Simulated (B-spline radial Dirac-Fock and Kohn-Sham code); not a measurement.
**Subshell photoionisation cross sections of S⁹⁺ against photon energy**

System: S⁹⁺ in the configuration [He] 2s2 2p3.

Model: Dirac-Hartree-Slater photoionisation with all multipoles and Dirac-Fock thresholds. Program: a radial atomic solver. Values are in kb; a dash marks an energy below the computed threshold. Values for outer subshells far above threshold carry numerical ripple of a few per cent.

| hν (eV) | 1s | 2s | 2p1/2 | 2p3/2 |
| --- | --- | --- | --- | --- |
| 880 | – | 74.6 | 26.8 | 52.7 |
| 929 | – | 66.9 | 22.6 | 44.5 |
| 1486.9 | – | 24.3 | 5.04 | 9.87 |
| 2984.4 | 68.4 | 4.72 | 0.517 | 1.01 |
| 6140 | 9.87 | 0.747 | 0.0406 | 0.0782 |
| 7030 | 6.75 | 0.517 | 0.0248 | 0.0477 |
| 9120 | 3.21 | 0.253 | 0.00976 | 0.0187 |
| 13600 | 0.993 | 0.0818 | 0.00214 | 0.00406 |
| 30000 | 0.0896 | 0.00779 | 0.000101 | 0.000186 |
| 40000 | 0.0366 | 0.00322 | 3.27e-05 | 5.96e-05 |
| 183000 | 0.000293 | 2.68e-05 | 9.72e-08 | 1.60e-07 |
| 185000 | 0.000284 | 2.59e-05 | 9.35e-08 | 1.53e-07 |
| 200000 | 0.000222 | 2.03e-05 | 7.05e-08 | 1.15e-07 |

At 200000 eV the multipoles beyond E1 give 46.3 % of 1s, 46.4 % of 2s, 60.6 % of 2p1/2, 56.0 % of 2p3/2.
